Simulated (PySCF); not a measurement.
**Selenium: highly charged ions in a basis for the neutral atom**

Se¹⁷⁺ [Ne] 3s2 3p5, Se¹⁸⁺ [Ne] 3s2 3p4. Calculation: PySCF 2.14, in jorge-DZP-DKH (8s6p2d1f, 43 functions); the spin-free X2C one-electron Hamiltonian (Gaussian nucleus). No spin-orbit coupling, so a gap to NIST mixes the basis error with missing relativistic terms.

Changed run: basis of the neutral atom used for a highly charged ion. This setting is unsound on purpose.

```json
{"species": "Se¹⁷⁺", "method": "UHF", "sound run (hartree)": "not run", "changed run (hartree)": "-2274.03742", "converged": "yes"}
{"species": "Se¹⁷⁺", "method": "BP86", "sound run (hartree)": "not run", "changed run (hartree)": "-2275.17331", "converged": "yes"}
{"species": "Se¹⁷⁺", "method": "M06-2X", "sound run (hartree)": "not run", "changed run (hartree)": "-2275.08574", "converged": "yes"}
{"species": "Se¹⁸⁺", "method": "UHF", "sound run (hartree)": "not run", "changed run (hartree)": "-2248.47945", "converged": "yes"}
{"species": "Se¹⁸⁺", "method": "BP86", "sound run (hartree)": "not run", "changed run (hartree)": "-2249.53285", "converged": "yes"}
{"species": "Se¹⁸⁺", "method": "M06-2X", "sound run (hartree)": "not run", "changed run (hartree)": "-2249.45850", "converged": "yes"}
```

Ionisation energy of Se¹⁷⁺:

```json
{"method": "UHF", "changed run (eV)": "695.47", "NIST (eV)": "693.4 ± 0.7"}
{"method": "BP86", "changed run (eV)": "697.71", "NIST (eV)": "693.4 ± 0.7"}
{"method": "M06-2X", "changed run (eV)": "697.35", "NIST (eV)": "693.4 ± 0.7"}
```

The contracted functions were made for the neutral atom and can be too rigid for a highly charged ion.
